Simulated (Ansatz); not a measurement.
Calculated with Ansatz (gas phase, PBE0-D4/def2-TZVP geometries, no zero-point term in ΔE). CCSD(T)/CBS is the MP2 limit (def2-TZVPP, def2-QZVPP) plus CCSD(T) − MP2 in def2-TZVPP, frozen cores. Functionals use def2-TZVPP. For Ge outer-core shells are correlated without core-valence functions, which leaves a few kJ/mol of doubt a bond. Scalar relativity is left out up to krypton. Each species was taken in one conformer, which may not be the lowest.

Reaction (formal exchange of groups at a C–C bond): `CC(=N)C#N` + `[F][GeH]([F])[F]` → `N#[C][Ge]([F])([F])[F]` + `CC=N`

**Question.** Is it downhill or uphill in electronic energy at CCSD(T)/CBS, and by how much? (Estimate.)

**Answer.** The calculation gave: Nearly level: ΔE = -0.3 kcal/mol.

**Question.** What do these levels give: BLYP-D4, ωB97M-V, PBE-QIDH, r2SCAN0, CCSD(T)/def2-SVP, SCS-MP2/def2-QZVPP? (Best estimate.)

**Answer.** Ansatz gave: BLYP-D4 2.0, ωB97M-V 0.2, PBE-QIDH 0.4, r2SCAN0 1.3, CCSD(T)/def2-SVP 1.7, SCS-MP2/def2-QZVPP -0.7 kcal/mol.

**Question.** What do rigid-rotor, harmonic-oscillator terms from PBE0-D4/def2-TZVP frequencies (298.15 K, 1 bar) make of the CCSD(T)/CBS value? (An estimate is asked.)

**Answer.** The calculation gave: ΔZPE = +0.8 kcal/mol, ΔH = +1.0 kcal/mol, ΔS = 6 J/(mol·K), ΔG = +0.5 kcal/mol.

Largest T1 diagnostic among the species: 0.013.

From PBE to PBE0 (25 % exact exchange), in def2-TZVPP and without D4, ΔE moves by −0.7 kcal/mol. Leaving LDA and LC-ωPBE aside and taking each functional with its dispersion term where it has one, the values, not all of them listed here, spread over 2.4 kcal/mol, from ωB97M-V to PBE-D4. LDA lies +2.8 kcal/mol from PBE without D4. At CCSD(T), def2-SVP lies +2.0 kcal/mol from the extrapolated value and def2-TZVPP −1.2 kcal/mol.
